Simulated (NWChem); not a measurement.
Everything below was run with NWChem. System: triethylamine (C₆H₁₅N), charge 0, spin multiplicity 1, at a geometry optimised with PBE0/def2-SVP. Level: RHF/def2-SVP.

Job file:

```
start mol
memory heap 200 mb stack 900 mb global 1100 mb
geometry units angstroms nocenter noautoz
  C     -0.138691    -0.709284     2.474305
  C      0.687324    -0.637143     1.201330
  N     -0.092084    -0.415272     0.000000
  C     -0.897722     0.792363     0.000000
  C     -0.145560     2.123319     0.000000
  C      0.687324    -0.637143    -1.201330
  C     -0.138691    -0.709284    -2.474305
  H     -0.965881    -1.426094     2.355663
  H      0.489753    -1.041790     3.314134
  H     -0.568234     0.263577     2.757928
  H      1.497732     0.118133     1.332026
  H      1.208193    -1.600598     1.068877
  H     -1.568360     0.754514    -0.873088
  H     -1.568360     0.754514     0.873088
  H      0.495562     2.235342    -0.888515
  H      0.495562     2.235342     0.888515
  H     -0.856839     2.963766     0.000000
  H      1.497732     0.118133    -1.332026
  H      1.208193    -1.600598    -1.068877
  H     -0.568234     0.263577    -2.757928
  H      0.489753    -1.041790    -3.314134
  H     -0.965881    -1.426094    -2.355663
  symmetry group Cs
end
basis spherical
  * library def2-svp
end
scf
  rhf
  nopen 0
  maxiter 100
  thresh 1e-7
  semidirect memsize 60000000 filesize 0
end
task scf energy
```

Output (cleaned and shortened):

```
             Northwest Computational Chemistry Package (NWChem) 7.3.0
             --------------------------------------------------------

                                NWChem Input Module
                                -------------------

 Scaling coordinates for geometry "geometry" by  1.889725989
 (inverse scale =  0.529177249)

 Turning off AUTOSYM since
 SYMMETRY directive was detected!

                             Geometry "geometry" -> ""
                             -------------------------

 Output coordinates in angstroms (scale by  1.889725989 to convert to a.u.)

  No.       Tag          Charge          X              Y              Z
 ---- ---------------- ---------- -------------- -------------- --------------
    1 C                    6.0000    -0.13869100    -0.70928400     2.47430500
    2 C                    6.0000     0.68732400    -0.63714300     1.20133000
    3 N                    7.0000    -0.09208400    -0.41527200     0.00000000
    4 C                    6.0000    -0.89772200     0.79236300     0.00000000
    5 C                    6.0000    -0.14556000     2.12331900     0.00000000
    6 C                    6.0000     0.68732400    -0.63714300    -1.20133000
    7 C                    6.0000    -0.13869100    -0.70928400    -2.47430500
    8 H                    1.0000    -0.96588100    -1.42609400     2.35566300
    9 H                    1.0000     0.48975300    -1.04179000     3.31413400
   10 H                    1.0000    -0.56823400     0.26357700     2.75792800
   11 H                    1.0000     1.49773200     0.11813300     1.33202600
   12 H                    1.0000     1.20819300    -1.60059800     1.06887700
   13 H                    1.0000    -1.56836000     0.75451400    -0.87308800
   14 H                    1.0000    -1.56836000     0.75451400     0.87308800
   15 H                    1.0000     0.49556200     2.23534200    -0.88851500
   16 H                    1.0000     0.49556200     2.23534200     0.88851500
   17 H                    1.0000    -0.85683900     2.96376600     0.00000000
   18 H                    1.0000     1.49773200     0.11813300    -1.33202600
   19 H                    1.0000     1.20819300    -1.60059800    -1.06887700
   20 H                    1.0000    -0.56823400     0.26357700    -2.75792800
   21 H                    1.0000     0.48975300    -1.04179000    -3.31413400
   22 H                    1.0000    -0.96588100    -1.42609400    -2.35566300

 Effective nuclear repulsion energy (a.u.)     339.6733607317

            Nuclear Dipole moment (a.u.)
            ----------------------------
        X                 Y               Z
 ---------------- ---------------- ----------------
     0.0000132281    -0.0000037795     0.0000000000

      Symmetry information
      --------------------

 Group name             Cs
 Group number              2
 Group order               2
 No. of unique centers    13

      Symmetry unique atoms

     1    2    3    4    5    8    9   10   11   12   13   15   17


 Summary of "ao basis" -> "" (spherical)
 ------------------------------------------------------------------------------
       Tag                 Description            Shells   Functions and Types
 ---------------- ------------------------------  ------  ---------------------
 *                          def2-svp                  on all atoms

 Summary of "ao basis" -> "ao basis" (spherical)
 ------------------------------------------------------------------------------
       Tag                 Description            Shells   Functions and Types
 ---------------- ------------------------------  ------  ---------------------
 C                          def2-svp                 6       14   3s2p1d
 N                          def2-svp                 6       14   3s2p1d
 H                          def2-svp                 3        5   2s1p

                                 NWChem SCF Module
                                 -----------------

  ao basis        = "ao basis"
  functions       =   173
  atoms           =    22
  closed shells   =    29
  open shells     =     0
  charge          =   0.00
  wavefunction    = RHF
  use symmetry    = T
  symmetry adapt  = T

 Summary of "ao basis" -> "ao basis" (spherical)
 ------------------------------------------------------------------------------
       Tag                 Description            Shells   Functions and Types
 ---------------- ------------------------------  ------  ---------------------
 C                          def2-svp                 6       14   3s2p1d
 N                          def2-svp                 6       14   3s2p1d
 H                          def2-svp                 3        5   2s1p

      Symmetry analysis of basis
      --------------------------

        a'         97
        a"         76

 Forming initial guess at       0.1s

      Superposition of Atomic Density Guess
      -------------------------------------

 Sum of atomic energies:        -287.48222988

      Non-variational initial energy
      ------------------------------

 Total energy =    -292.752324
 1-e energy   =   -1057.722999
 2-e energy   =     425.297314
 HOMO         =      -0.253216
 LUMO         =       0.079571

      Symmetry analysis of molecular orbitals - initial
      -------------------------------------------------

  Numbering of irreducible representations:

     1 a'          2 a"

  Orbital symmetries:

     1 a'          2 a'          3 a"          4 a'          5 a'
     6 a'          7 a"          8 a'          9 a"         10 a'
    11 a'         12 a'         13 a"         14 a'         15 a"
    16 a'         17 a"         18 a'         19 a'         20 a"
    21 a'         22 a'         23 a'         24 a"         25 a"
    26 a"         27 a'         28 a"         29 a'         30 a'
    31 a"         32 a'         33 a'         34 a"         35 a'
    36 a"         37 a'         38 a'         39 a'

 Starting SCF solution at       2.7s

 ----------------------------------------------
         Quadratically convergent ROHF

 Convergence threshold     :          1.000E-07
 Maximum no. of iterations :          100
 Final Fock-matrix accuracy:          1.000E-09
 ----------------------------------------------

              iter       energy          gnorm     gmax       time
             ----- ------------------- --------- --------- --------
                 1     -290.0810854530  9.67D-01  1.48D-01      3.0
                 2     -290.1584167397  2.62D-01  3.55D-02      3.2
                 3     -290.1649858933  1.51D-02  2.95D-03      3.9
                 4     -290.1650105441  9.14D-05  2.90D-05      5.1
                 5     -290.1650105453  8.67D-09  1.71D-09      7.1

       Final RHF  results
       ------------------

         Total SCF energy =   -290.165010545335
      One-electron energy =  -1064.668128673391
      Two-electron energy =    434.829757396366
 Nuclear repulsion energy =    339.673360731691

        Time for solution =      4.4s

       Symmetry analysis of molecular orbitals - final
       -----------------------------------------------

  Numbering of irreducible representations:

     1 a'          2 a"

  Orbital symmetries:

     1 a'          2 a"          3 a'          4 a'          5 a"
     6 a'          7 a'          8 a'          9 a"         10 a'
    11 a'         12 a'         13 a"         14 a'         15 a"
    16 a'         17 a"         18 a'         19 a'         20 a"
    21 a'         22 a'         23 a"         24 a'         25 a"
    26 a"         27 a'         28 a"         29 a'         30 a'
    31 a"         32 a'         33 a'         34 a'         35 a"
    36 a"         37 a'         38 a'         39 a"

             Final eigenvalues
             -----------------

              1
    1  -15.5313
    2  -11.2475
    3  -11.2475
    4  -11.2460
    5  -11.2184
    6  -11.2184
    7  -11.2179
    8   -1.2153
    9   -1.0170
   10   -1.0060
   11   -0.9471
   12   -0.8610
   13   -0.8188
   14   -0.7440
   15   -0.6614
   16   -0.6600
   17   -0.6029
   18   -0.5888
   19   -0.5685
   20   -0.5635
   21   -0.5449
   22   -0.5255
   23   -0.5076
   24   -0.5064
   25   -0.4897
   26   -0.4790
   27   -0.4681
   28   -0.4631
   29   -0.3387
   30    0.1675
   31    0.1967
   32    0.2077
   33    0.2091
   34    0.2433
   35    0.2444
   36    0.2530
   37    0.2610
   38    0.2727
   39    0.2814

                       ROHF Final Molecular Orbital Analysis
                       -------------------------------------

 Vector   27  Occ=2.000000D+00  E=-4.680636D-01  Symmetry=a'
              MO Center=  1.5D-02, -7.2D-02, -5.7D-14, r^2= 5.0D+00
   Bfn.  Coefficient  Atom+Function         Bfn.  Coefficient  Atom+Function
  ----- ------------  ---------------      ----- ------------  ---------------
    46      0.236582   4 C  px              119      0.187173  12 H  s
   154      0.187173  19 H  s                32      0.182368   3 N  px
    33     -0.169197   3 N  py

 Vector   28  Occ=2.000000D+00  E=-4.631385D-01  Symmetry=a"
              MO Center= -1.3D-01,  2.2D-01, -6.3D-15, r^2= 5.0D+00
   Bfn.  Coefficient  Atom+Function         Bfn.  Coefficient  Atom+Function
  ----- ------------  ---------------      ----- ------------  ---------------
    48      0.224834   4 C  pz              124     -0.186504  13 H  s
   129      0.186504  14 H  s                34      0.169796   3 N  pz
    62     -0.170008   5 C  pz               20      0.164425   2 C  pz
    76      0.164425   6 C  pz

 Vector   29  Occ=2.000000D+00  E=-3.387434D-01  Symmetry=a'
              MO Center=  5.3D-02, -2.2D-01,  1.2D-14, r^2= 2.5D+00
   Bfn.  Coefficient  Atom+Function         Bfn.  Coefficient  Atom+Function
  ----- ------------  ---------------      ----- ------------  ---------------
    33      0.370146   3 N  py               36     -0.354119   3 N  py
    32      0.336213   3 N  px               35     -0.307364   3 N  px
   114      0.173398  11 H  s               149      0.173398  18 H  s
    61     -0.155481   5 C  py              115      0.154213  11 H  s
   150      0.154213  18 H  s

 Vector   30  Occ=0.000000D+00  E= 1.674763D-01  Symmetry=a'
              MO Center=  1.7D-01,  5.8D-01,  3.1D-13, r^2= 1.0D+01
   Bfn.  Coefficient  Atom+Function         Bfn.  Coefficient  Atom+Function
  ----- ------------  ---------------      ----- ------------  ---------------
    59      1.416966   5 C  s                 3      1.013799   1 C  s
    87      1.013799   7 C  s                17      0.736528   2 C  s
    73      0.736528   6 C  s                45      0.682194   4 C  s
   145     -0.651602  17 H  s               135     -0.631532  15 H  s
   140     -0.631532  16 H  s               110     -0.533801  10 H  s

 Vector   31  Occ=0.000000D+00  E= 1.967324D-01  Symmetry=a"
              MO Center=  1.2D-01, -3.2D-01, -4.9D-14, r^2= 1.3D+01
   Bfn.  Coefficient  Atom+Function         Bfn.  Coefficient  Atom+Function
  ----- ------------  ---------------      ----- ------------  ---------------
     3      1.784762   1 C  s                87     -1.784762   7 C  s
   105     -0.864617   9 H  s               165      0.864617  21 H  s
   110     -0.733809  10 H  s               160      0.733809  20 H  s
   100     -0.659144   8 H  s               170      0.659144  22 H  s
    17      0.616742   2 C  s                73     -0.616742   6 C  s

 Vector   32  Occ=0.000000D+00  E= 2.076686D-01  Symmetry=a'
              MO Center=  5.7D-02,  2.2D-01,  2.9D-15, r^2= 1.2D+01
   Bfn.  Coefficient  Atom+Function         Bfn.  Coefficient  Atom+Function
  ----- ------------  ---------------      ----- ------------  ---------------
    59      2.194991   5 C  s                 3     -1.573857   1 C  s
    87     -1.573857   7 C  s                45     -1.287946   4 C  s
   100      0.811064   8 H  s               170      0.811064  22 H  s
   135     -0.792681  15 H  s               140     -0.792681  16 H  s
   145     -0.683391  17 H  s               105      0.638393   9 H  s

------------------------------------------------------------
EAF file 0: "./mol.aoints.0" size=524288 bytes
------------------------------------------------------------
               write      read    awrite     aread      wait
               -----      ----    ------     -----      ----
     calls:        1        18         0         0         0
   data(b): 5.24e+05  9.44e+06  0.00e+00  0.00e+00
   time(s): 0.00e+00  0.00e+00  0.00e+00  0.00e+00  0.00e+00
rate(mb/s): 0.00e+00  0.00e+00
------------------------------------------------------------

 center of mass
 --------------
 x =  -0.00595116 y =  -0.02913305 z =   0.00000000

 moments of inertia (a.u.)
 ------------------
        1274.033850067073          88.099214386492           0.000000000000
          88.099214386492         991.846661100932           0.000000000000
           0.000000000000           0.000000000000         557.258617900125

  Mulliken analysis of the total density
  --------------------------------------

    Atom       Charge   Shell Charges
 -----------   ------   -------------------------------------------------------
    1 C    6     6.04   1.99  0.86  0.20  2.04  0.91  0.04
    2 C    6     5.88   1.99  0.88  0.17  2.00  0.78  0.06
    3 N    7     7.63   1.99  0.95  0.63  2.42  1.61  0.03
    4 C    6     5.89   1.99  0.86  0.19  2.01  0.77  0.06
    5 C    6     6.06   1.99  0.86  0.21  2.04  0.93  0.04
    6 C    6     5.88   1.99  0.88  0.17  2.00  0.78  0.06
    7 C    6     6.04   1.99  0.86  0.20  2.04  0.91  0.04
    8 H    1     0.96   0.75  0.18  0.02
    9 H    1     0.97   0.75  0.19  0.03
   10 H    1     0.97   0.76  0.19  0.03
   11 H    1     1.00   0.77  0.21  0.02
   12 H    1     0.98   0.77  0.19  0.02
   13 H    1     0.97   0.77  0.18  0.02
   14 H    1     0.97   0.77  0.18  0.02
   15 H    1     0.97   0.76  0.19  0.02
   16 H    1     0.97   0.76  0.19  0.02
   17 H    1     0.97   0.75  0.19  0.03
   18 H    1     1.00   0.77  0.21  0.02
   19 H    1     0.98   0.77  0.19  0.02
   20 H    1     0.97   0.76  0.19  0.03
   21 H    1     0.97   0.75  0.19  0.03
   22 H    1     0.96   0.75  0.18  0.02

       Multipole analysis of the density wrt the origin
       ------------------------------------------------

     L   x y z        total         open         nuclear
     -   - - -        -----         ----         -------
     0   0 0 0      0.000000      0.000000     58.000000

     1   1 0 0      0.142713      0.000000      0.000013
     1   0 1 0      0.163981      0.000000     -0.000004
     1   0 0 1      0.000000      0.000000      0.000000

     2   2 0 0    -35.737326      0.000000     98.074848
     2   1 1 0     -1.235398      0.000000    -52.490650
     2   1 0 1      0.000000      0.000000      0.000000
     2   0 2 0    -35.881654      0.000000    265.609824
     2   0 1 1      0.000000      0.000000      0.000000
     2   0 0 2    -35.004849      0.000000    528.514705

 Task  times  cpu:        7.2s     wall:        7.2s

 Total times  cpu:        7.2s     wall:        7.2s
```
